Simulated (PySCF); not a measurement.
Rotational lines of LiI

Lines J+1 ← J of the vibrational ground state, computed from PBE0 constants of LiI, ¹Σ⁺ (singlet), closed shell (basis Li cc-pVTZ, I cc-pVTZ-PP with ECP28; scalar-relativistic core potentials; PySCF 2.14; masses 7.0160 and 126.9045 u), in MHz:

| J | ν (MHz) |
| --- | --- |
| 5 | 158559.9 |
| 6 | 184971.3 |
| 7 | 211375.7 |
| 8 | 237771.9 |
| 9 | 264159.1 |

Question: Find B0 and the effective bond length r0; with αe = 0.00406 cm⁻¹, find Re.

Answer: ν = 2B0(J+1) − 4D(J+1)³ gives B0 = 0.44085 cm⁻¹. With the reduced mass μred = 6.6484 u, r0 = √(16.8576/(μred·B0)) (u, cm⁻¹, Å) = 2.3982 Å. Be = B0 + αe/2 = 0.44288 cm⁻¹ gives Re = 2.393 Å.

These are scalar-relativistic numbers at best; spin–orbit coupling would shift them, the dissociation energy most.
